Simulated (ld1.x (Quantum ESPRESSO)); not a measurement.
**iron: excitation energies, all-electron against TM**

ld1.x (Quantum ESPRESSO) 7.5 input, shortened:

```
&input
   title='Fe', zed=26., rel=1, dft='PZ', iswitch=3,
   config='[Ar] 3d6 4s1.5 4p0'
 /
 &inputp
   pseudotype=2, tm=.true., lloc=0,
   nlcc=.true., new_core_ps=.true., rcore=1.65
 /
3
4P  2  1   0.00   0.00  2.30  2.30  0.0
3D  3  2   6.00   0.00  1.90  1.90  0.0
4S  1  0   1.50   0.00  2.40  2.40  0.0
 &test
   configts(1)='3d6 4s1.5 4p0'
 /
```

Energies are relative to the spin-unpolarised reference configuration 3d6 4s1.5 4p0; without spin polarisation the order of configurations can differ from experiment. Spin-polarised rows fill each open shell by Hund’s rule, majority spin first.

```
         valence configuration  charge  ΔE all-electron (eV)  error AE − PS (meV)
                   3d6 4s2 4p0       0                -3.596                  0.0
                   3d6 4s1 4p0      +1                 5.385                 -1.4
                   3d6 4s0 4p0      +2                21.877                  -20
                   3d7 4s0 4p0      +1                 3.263                 -229
                   3d5 4s2 4p0      +1                10.880                 -225
                   3d5 4s2 4p1       0                 5.266                 -269
3d6 4s1.5 4p0 (spin-polarised)    +0.5                -3.670                 +974
  3d6 4s2 4p0 (spin-polarised)       0                -6.985                 +971
```

(1) What are ΔE and the potential's error for 3d6.5 4s1.5 4p0?

Answers

(1) ΔE = -4.345 eV all-electron; the error (AE − PS) is -43 meV.
